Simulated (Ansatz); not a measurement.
C₂H₉InN (SMILES [CH3][In+]([CH3])<-[NH3]), charge +1, singlet, geometry from GFN2-xTB (such geometries of metal compounds can be far from the true shape) (core potentials on In); BLYP/def2-SVP (Ansatz, a quantum-chemistry and plane-wave program).

Input for Ansatz:
Ansatz 0.2 input:
```yaml
crystal:
  periodic: [false, false, false]
  atoms:
    - {symbol: In, position_ang: [0.01029216, 0.25808808, 0.06989038]}
    - {symbol: C, position_ang: [1.73797640, 0.84692082, -1.26039157]}
    - {symbol: H, position_ang: [2.61736320, 0.31016744, -0.90906612]}
    - {symbol: H, position_ang: [1.88244548, 1.92293075, -1.18576466]}
    - {symbol: H, position_ang: [1.47689291, 0.55587623, -2.27634374]}
    - {symbol: C, position_ang: [-1.69717134, 0.22996896, 1.54824413]}
    - {symbol: H, position_ang: [-2.56637048, -0.17166069, 1.03031352]}
    - {symbol: H, position_ang: [-1.87885657, 1.24785044, 1.88771495]}
    - {symbol: H, position_ang: [-1.40043788, -0.41034404, 2.37695452]}
    - {symbol: N, position_ang: [-0.08325956, -2.14434856, -0.57701847]}
    - {symbol: H, position_ang: [-0.74633417, -2.31444460, -1.33208764]}
    - {symbol: H, position_ang: [-0.36877472, -2.74357612, 0.19645205]}
    - {symbol: H, position_ang: [0.81774317, -2.49401433, -0.90078781]}
basis:
  gaussian:
    orbitals: def2-SVP
    final_grid: {core_spheres: 4, valence_spheres: 8, degree: 17}
hamiltonian:
  xc: blyp
total_charge: 1
```

### Question
Write the output that Ansatz gives for this input, abridged.

### Answer

```
Functional definition: BLYP
1326 factors; their error is unknown
mean field evaluation 1: about -8836.6969 eV, gradient 1.2e2 eV
mean field evaluation 2: about -8755.1535 eV, gradient 1.8e2 eV
mean field evaluation 4: about -8871.2816 eV, gradient 2.5e1 eV
mean field evaluation 8: about -8872.7610 eV, gradient 2.0e-1 eV
mean field evaluation 16: about -8872.7210 eV, gradient 1.3e-4 eV
mean field -8872.72095030 eV, -326.0664807774 hartree, gradient 4.7e-5 eV, S^2 0.000000; 0 other end points of the search recorded, 0 dependent functions left out
reference -8872.72133996 eV, -326.0664950971 hartree; 24, 24 occupied and 89, 89 virtual orbitals, 1326 factors
Total energy: -8872.72133996 eV, -326.0664950971 hartree
```
